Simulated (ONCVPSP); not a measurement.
**tungsten: excitation energies, all-electron against ONCV**

* Element: W
* Generator: ONCVPSP 4.0.1
* Type: optimised norm-conserving Vanderbilt (ONCV)
* Functional: PBE
* Relativity: scalar-relativistic
* Frozen core: [Kr] 4d10 4f14
* Valence charge: 14
* Reference configuration: 5s2 5p6 5d4 6s2
* Partial waves: 5s+6s: rc 1.90 bohr, ncon 4, nbas 8, qcut 5.4 1/bohr, 3 projectors, debl 2.6 Ha; 5p: rc 1.40 bohr, ncon 4, nbas 8, qcut 7 1/bohr, 1 projector; 5d: rc 2.40 bohr, ncon 4, nbas 9, qcut 5.2 1/bohr, 2 projectors, debl 0.8 Ha
* Local potential: polynomial inside 1.20 bohr (lpopt 5, dvloc0 0 Ha)
* Core correction: Teter function, fcfact 4.75, rcfact 1.45

Energies are relative to the spin-unpolarised reference configuration 5s2 5p6 5d4 6s2; without spin polarisation the order of configurations can differ from experiment.

```csv
valence configuration,charge,ΔE all-electron (eV),error AE − PS (meV)
5s2 5p6 5d4 6s1,+1,8.883,-4.7
5s2 5p6 5d3 6s0,+3,49.946,-20
```

Question: What are ΔE and the potential's error for 5s2 5p6 5d3 6s2 6p1?

Answer: ΔE = 4.018 eV all-electron; the error (AE − PS) is +69 meV.

Question: What are ΔE and the potential's error for 5s2 5p6 5d4 6s0?

Answer: ΔE = 24.563 eV all-electron; the error (AE − PS) is -17 meV.
